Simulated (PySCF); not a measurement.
## Dipole response of Hg⁷¹⁺ (mercury, charge +71)

[He] 2s2 2p5, 2P determinant. Computed with PySCF 2.14 in an even-tempered Gaussian basis (17 s from 51 bohr⁻², ratio 2.2; 10 p from 66 bohr⁻², ratio 2.2; 5 d from 260 bohr⁻², ratio 2.4; 5 f from 390 bohr⁻², ratio 2.4; 4 g from 580 bohr⁻², ratio 2.4), with no relativity, point nucleus. Coupled (time-dependent) response in atomic units; α is the mean over directions.

```
method  mean α (bohr³)                     α xx, yy, zz  C₆ (like pair)      S(−4)
   UHF       9.033e-05  0.0002203, 2.535e-05, 2.535e-05       3.777e-07  2.784e-07
  PBE0       9.147e-05  0.0002236, 2.542e-05, 2.542e-05       3.746e-07  3.190e-07
```

S(−4) is the Cauchy moment in α(ω) = α(0) + S(−4) ω² + …

Spin-orbit coupling is absent.

α(iu) at UHF:

| u (hartree) | α(iu) (bohr³) |
| --- | --- |
| 0 | 9.033e-05 |
| 6.00 | 8.164e-05 |
| 12.0 | 6.546e-05 |
| 24.0 | 4.380e-05 |
| 36.0 | 3.482e-05 |
| 48.0 | 3.074e-05 |
| 60.0 | 2.858e-05 |
| 90.0 | 2.603e-05 |
| 120 | 2.472e-05 |
| 180 | 2.281e-05 |
| 300 | 1.916e-05 |

A single London oscillator, α(iu) = α/(1 + u²/ω²), gives C₆ = (3/4) ω α². Matching the computed C₆ needs ω = 4 × 3.777e-07 / (3 × 9.033e-05²) = 61.7 hartree.

For an ion, C₆ is the dispersion term alone; charge-induced terms of lower order in 1/R come first.

The components differ because the open shell of this determinant is not spherical; for a pure term their mean is the scalar polarisability.

A non-relativistic calculation at this Z misses sizeable relativistic shifts. Spin-orbit coupling, absent here, splits the open shell strongly.
